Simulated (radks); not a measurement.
Task: All-electron calculation, non-relativistic Kohn-Sham, PBE, spin-polarised, spherical densities, point nucleus; open shells are filled with parallel spins first (spin-orbit coupling, left out, can overturn this in heavy ions). Program: a radial shooting solver on a logarithmic mesh with Libxc functionals. Response by self-consistent Sternheimer equations with the Hartree and adiabatic LDA kernel. For heavy and open-shell atoms this level of theory can miss by tens of per cent. Rank Er+, Er3+, Er2+, Er5+, Er4+, Er, Er6+ (NIST ground configurations) by static dipole polarisability, largest first.

Result: Er 186.3, Er+ 86.27, Er2+ 7.079, Er3+ 4.959, Er4+ 3.900, Er5+ 3.286, Er6+ 2.807 bohr^3.
